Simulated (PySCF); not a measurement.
**TaN from Hartree–Fock to correlated methods**

State: ¹Σ⁺ (singlet), closed shell. Set-up: basis Ta def2-TZVPPD with ECP60, N def2-TZVPPD; scalar-relativistic core potentials; PySCF 2.14. De refers to Ta (5d3 6s2) + N in their high-spin ground configurations, without counterpoise correction. A positive dipole means Ta(−)N(+).

```
      Level  Re (Å)  ωe (cm⁻¹)  De (eV)  μ (D)  CPU s a point (SCF and correlation, without the integrals)
        RHF   1.638       1231      n/a  -3.82                                                        0.55
    RHF-MP2   1.720        990      n/a    n/a                                                         0.8
RHF-SCS-MP2   1.713       1010      n/a    n/a                                                         n/a
   RHF-CCSD   1.675       1128     5.70    n/a                                                         n/a
RHF-CCSD(T)   1.695       1067     6.42    n/a                                                          13
        LDA   1.677       1118      n/a  -3.30                                                        0.72
        PBE   1.686       1094      n/a  -3.26                                                        0.85
       PW91   1.686       1093      n/a  -3.28                                                         1.1
       BP86   1.689       1088      n/a  -3.27                                                        0.86
     r²SCAN   1.675       1127      n/a  -3.23                                                         1.2
       PBE0   1.665       1152      n/a  -3.44                                                         2.4
      HSE06   1.666       1147      n/a  -3.43                                                         2.1
  BHandHLYP   1.655       1182      n/a  -3.70                                                         1.1
     M06-2X   1.657       1183      n/a  -3.46                                                         1.7
```

Q: What does a quarter of exact exchange do here, going from PBE to PBE0?

A: PBE0 less PBE: -2.1 pm in Re, +5.3 % in ωe. Exact exchange removes part of the self-interaction that spreads semilocal densities, and in most molecules shortens and stiffens the bond and lowers De; so it does here.

Q: What does the step from GGA to meta-GGA do here, going from PBE to r²SCAN?

A: r²SCAN less PBE: -1.1 pm in Re, +3.0 % in ωe. 

Q: What does the gradient correction do here, going from LDA to PBE?

A: PBE less LDA: +0.9 pm in Re, -2.1 % in ωe. The gradient correction favours the more uneven density of free atoms, so it tends to lengthen bonds and takes away much of the overbinding of LDA; so it does here.

Correlated steps freeze 1 core orbital. De is left out where the level can put another filling of the metal’s s and d shells below the measured ground configuration, by anything from nothing to about 1 eV. Spin–orbit coupling is left out, which matters for elements this heavy, above all for dissociation energies. Where the molecule has an RHF reference, its open-shell atoms are computed with UHF. The CCSD T1 diagnostic is raised, a sign that a single reference may not be enough here.

The whole job (state search and all levels along the bond) took about 3.6 min on 2 threads of Intel Xeon 6975P-C (shared host), peak memory 2.3 GiB.
